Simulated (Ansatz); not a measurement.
Consider the ligand exchange at the Si–C bond: `FC#C[SiH3]` + `O[SiH2][SiH3]` → `[SiH3]O[SiH2][SiH3]` + `C#CF`.

Computed with Ansatz on PBE0-D4/def2-TZVP structures; ΔE is electronic, products minus reactants. CCSD(T)/CBS is the MP2 limit (def2-TZVPP, def2-QZVPP) plus CCSD(T) − MP2 in def2-TZVPP, frozen cores. This one scheme is used for every species. DFT in def2-TZVPP. One conformer a species, not always the lowest.

`FC#C[SiH3]`:

Cartesian coordinates in Å:
```
F 3.191 0.105 0.097
C 1.926 0.063 0.059
C 0.724 0.023 0.024
Si -1.090 -0.036 -0.033
H -1.594 -0.845 1.104
H -1.633 1.342 0.061
H -1.524 -0.652 -1.310
```

`O[SiH2][SiH3]`:

Cartesian coordinates in Å:
```
O -1.452 -0.804 1.239
Si -0.126 -0.982 0.267
Si 0.500 1.028 -0.771
H -1.393 -0.174 1.959
H 1.044 -1.501 1.035
H -0.512 -1.996 -0.746
H 1.727 0.819 -1.588
H 0.795 2.065 0.258
H -0.582 1.544 -1.653
```

`[SiH3]O[SiH2][SiH3]`:

Cartesian coordinates in Å:
```
Si 1.126 0.578 -1.777
O 1.336 0.267 -0.187
Si 0.608 -0.180 1.214
Si -1.704 -0.474 0.937
H -0.311 0.431 -2.136
H 1.567 1.965 -2.068
H 1.933 -0.377 -2.577
H 0.864 0.868 2.238
H 1.223 -1.449 1.689
H -1.992 -1.541 -0.061
H -2.352 0.786 0.484
H -2.298 -0.872 2.244
```

`C#CF`:

Cartesian coordinates in Å:
```
C 0.199 0.615 0.043
C -0.167 -0.517 -0.036
F -0.558 -1.722 -0.121
H 0.526 1.624 0.114
```

| level | ΔE (kJ/mol) |
| --- | --- |
| PBE | -43.2 |
| HF/CBS(def2) | -77.2 |

What does CCSD(T)/CBS give? (Estimate.)

Ansatz gave: -62.4 kJ/mol. The listed levels differ from it by 19.2, -14.8 kJ/mol.

Largest T1 diagnostic among the species: 0.013.

From PBE to PBE0 (25 % exact exchange), in def2-TZVPP and without D4, ΔE moves by −6.9 kJ/mol. The D4 term adds −6.7 kJ/mol with B3LYP and −3.9 kJ/mol with PBE0; it sums over pairs of atoms, weighted by their polarisabilities, and B3LYP, whose exchange is more repulsive, gets the larger term.

B3LYP here is the variant with VWN-RPA as its local correlation; programs differ in this.
